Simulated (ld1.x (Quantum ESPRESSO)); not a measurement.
## iron: one change to a PAW potential, before and after

Fe, PAW, made with ld1.x (Quantum ESPRESSO) 7.5 (LDA (PZ), scalar-relativistic). Core [Ar], reference 3d6 4s2 4p0. Waves: 4s (bound): rcut 2.05, rcutus 2.60 bohr; 4s channel at 0.15 Ry: rcut 2.05, rcutus 2.60 bohr; 4p (bound, empty): rcut 2.40, rcutus 3.00 bohr; 4p channel at 2.15 Ry: rcut 2.40, rcutus 3.00 bohr; 3d (bound): rcut 1.40, rcutus 1.65 bohr; 3d channel at 3.55 Ry: rcut 1.40, rcutus 1.65 bohr. Local part: all-electron potential smoothed inside 1.95 bohr (lloc = -1). Core correction: Bessel-smoothed model core, default radius (core density twice the valence density). Augmentation charge: PSQ, radius 1.15 bohr.

Change: local potential all-electron potential smoothed inside 3.22 bohr (lloc = -1).

Cutoffs: the cutoffs (Ry, on a coarse ladder) from which the occupation-weighted sum of valence levels, in a spherical-Bessel basis at the reference potential, stays within 10 and 1 mRy of its value at 400 Ry; they do not see the model core or the augmentation charge, which bear on the density cutoff. Errors are all-electron minus pseudo energies relative to the spin-unpolarised reference configuration.

Problem. What does the change do?

Solution. The potential gets neither clearly harder nor softer (40 Ry and 70 Ry → 40 Ry and 70 Ry); of the 9 tests that both files solve, the error grows in 6 and shrinks in 0 by more than 15 % and 0.3 meV (median size 15.4 → 18.4 meV); neither file shows a bound ghost. The local part now departs from the all-electron potential out to 3.22 bohr, far beyond the d radius of 1.65 bohr, and whatever the projectors do not describe feels it: the likely cause.

```tsv
quantity	base	changed
cutoff, loose	40 Ry	40 Ry
cutoff, tight	70 Ry	70 Ry
bound ghosts	none	none
error for 3d6 4s1 4p0, meV [ΔE 8.98 eV]	-2.3	-4.6
error for 3d6 4s0 4p0, meV [ΔE 25.47 eV]	-12	-27
error for 3d5 4s0 4p0, meV [ΔE 60.00 eV]	-288	-314
error for 3d6 4s0 4p2, meV [ΔE 8.61 eV]	-1.0	-3.3
error for 3d5 4s2 4p1, meV [ΔE 8.86 eV]	-135	-146
error for 3d6 4s1.5 4p0, meV [ΔE 3.60 eV]	-0.7	-1.1
error for 3d5 4s2 4p0, meV [ΔE 14.48 eV]	-129	-150
error for 3d6 4s2 4p0 (spin-polarised), meV [ΔE -3.39 eV]	-16	-17
error for 3d6 4s1 4p0 (spin-polarised), meV [ΔE 4.81 eV]	-15	-18
lowest overlap eigenvalue by channel	s 0.35, p 0.59, d 0.88	s 0.40, p 0.66, d 0.96
```
